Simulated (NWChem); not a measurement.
# BH2Se2F; SMILES FB([SeH])[SeH]

```xyz
6

B      0.6400     0.0072     0.0000
F      1.9663     0.0401     0.0000
Se    -0.3093    -1.7124     0.0000
H      0.9367    -2.5146     0.0000
Se    -0.2843     1.7403     0.0000
H     -1.6507     1.1708     0.0000
```
Atoms are numbered in this order, from 1.

Computed with NWChem. Medium grid unless said otherwise, to which SCAN and Minnesota functionals are sensitive. Structure relaxed at the B3LYP/6-31G* (spherical d) level. Total energies of different functionals are on different scales.

```csv
level,energy (Ha),highest occupied level (eV),orbital gap (eV),dipole (D)
B3LYP/def2-SVP,-4928.4958,-6.83,6.23,0.83
PBE/def2-SVP,-4927.5694,-5.96,4.63,0.79
PW6B95/def2-SVP,-4930.7407,-7.16,6.70,0.87
LRC-wPBEh/def2-SVP,-4927.7341,-8.95,10.11,0.86
B3PW91/def2-SVP,-4928.4100,…,6.26,0.85
r2SCAN/def2-SVP,-4928.3580,-6.31,5.21,0.85
N12/def2-SVP,-4931.1302,-5.75,4.68,0.90
SCAN/def2-SVP,-4928.7883,-6.33,5.18,0.84
```

Question: What belongs in the gaps?

Answer: 
- B3PW91/def2-SVP, highest occupied level (eV): -6.96
